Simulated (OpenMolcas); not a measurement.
Pd4+ among 8 point charges of -1.2 e arranged as a cube (Oh).

```yaml
Program: OpenMolcas
Method: CASSCF
Basis: ANO-RCC-VDZP [6s5p3d1f]
Scalar_Hamiltonian: DKH2, point nucleus
Active_space: 6 electrons in 5 orbitals (4d)
State_averaging: 2S+1 = 5 even, 5 roots; 2S+1 = 3 even, 45 roots; 2S+1 = 1 even, 50 roots
Spin-orbit_coupling: state interaction with AMFI integrals over the reference wave functions
```

All point charges move together. At R = 1.82 Å the first state of the same spin is 5538 cm-1, and at R = 1.94 Å it is 4080 cm-1.

Problem. A third run gives 8091 cm-1. What distance was it run at?

Solution. With a power law R^-n the two known points give n = -ln(4080 / 5538) / ln(1.94 / 1.82) = 4.79. Then R = 1.82 × (5538 / 8091)^(1/4.79) = 1.682 Å. The run was at 1.68 Å, so the estimate is off by +0.002 Å.

An orbital doublet at a regular site is open to a Jahn-Teller distortion, which this geometry leaves out. Without dynamic correlation the repulsion within the d shell is too large (B by tens of per cent), so at a given field states of lower spin stand too high. Point charges give a weaker field than real ligands, and real ions of this kind are as a rule low spin; the high spin found here belongs to the model. The ground term spreads over less than 5000 cm-1, several times less than with real ligands, so orbital moments are less quenched and χT lies further from the spin-only value than at real sites (holds for R = 1.94). This is an electrostatic model: the charges have no orbitals. No measured value stands beside these numbers.
